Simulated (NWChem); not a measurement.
# C3H4Cl2Si; SMILES C#C[Si](C)(Cl)Cl

```xyz
10

C      0.0013     2.9331     0.5028
C      0.0007     1.7531     0.2070
Si    -0.0003    -0.0037    -0.2831
C     -0.0011    -0.2173    -2.1226
Cl    -1.6707    -0.8986     0.5311
Cl     1.6698    -0.9003     0.5300
H      0.0018     3.9754     0.7707
H      0.8944     0.2526    -2.5569
H     -0.0032    -1.2858    -2.3841
H     -0.8950     0.2560    -2.5565
```
Atoms are numbered in this order, from 1.

All runs: NWChem. Geometry: optimised at PBE0/def2-SVP. Level: PBE0/def2-SVP with SMD (1 M gas to 1 M solution), gas-phase geometry. Reactions with the solvent are ignored.

### Question
Predict the results for solvent toluene. Quantities: solvation free energy (kcal/mol); cavity-dispersion-structure term (kcal/mol); dipole in solution (D).

### Answer
```yaml
solvation free energy (kcal/mol): -3.8
cavity-dispersion-structure term (kcal/mol): -1.0
dipole in solution (D): 2.74
```
